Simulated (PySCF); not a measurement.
# Exercise with solution: oscillator strength and radiative lifetime

C2H3F3Si, SMILES C=C[Si](F)(F)F.

The structure is a stationary point at TPSSh-D3(BJ)/def2-SVP. One conformer was computed; it need not be the lowest.

TDDFT-PBE/def2-SVPD (PySCF) puts the first singlet state with f over 0.02 at 7.25 eV (vertical), with the transition dipole (-0.414, 1.284, 0.000) in atomic units.

Problem. Find the oscillator strength, the wavelength and the radiative lifetime that this transition would have in vacuum if emission retraced absorption.

Solution. 
|μ|² = 1.8201 au, so |μ| = 3.43 D. ΔE = 7.25/27.211 = 0.2664 hartree. f = (2/3) ΔE |μ|² = 0.323 (the program prints 0.323).
λ = 1239.84/7.25 = 171 nm; ν = 58475 cm⁻¹.
Einstein's coefficient A = 0.6670 ν² f s⁻¹ (ν in cm⁻¹) = 7.4e8 s⁻¹, so τ = 1/A = 1.4 ns. This state is S2; the lower singlet has f = 0.002. The figure is the radiative limit of this one transition; relaxation, internal conversion, crossing to triplets and a medium change what is measured.
